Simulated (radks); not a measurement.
Polarisability of the niobium ion Nb2+, [Kr] 4d3, at imaginary frequency. Method: scalar-relativistic Kohn-Sham, exchange-only LDA, spin-polarised, spherical densities, finite nucleus; open shells are filled with parallel spins first (spin-orbit coupling, left out, can overturn this in heavy ions); Fermi nuclear charge, rms radius 4.324 fm; computed with a radial shooting solver on a logarithmic mesh with Libxc functionals. Response by self-consistent Sternheimer equations with the Hartree and adiabatic exchange-only LDA kernel, the relativistic mass of each level held fixed and spin-orbit coupling left out.

w (hartree),alpha1(iw) (bohr^3)
0.00266,12.85
0.0143,12.83
0.0360,12.72
0.0697,12.40
0.118,11.69
0.186,10.51
0.280,8.984
0.413,7.330
0.605,5.700
0.892,4.154
1.35,2.742
2.12,1.555
3.59,0.7149
6.94,0.2559
17.5,0.06221

Static values: alpha1 = 12.85 bohr^3 (1.904 angstrom^3; uncoupled 17.59). C6 = 67.30, triple-dipole C9 = 567.4 atomic units. One-pole (London) frequency 4 C6 / (3 alpha1^2) = 0.543 hartree, against 0.700 for minus the highest occupied eigenvalue.
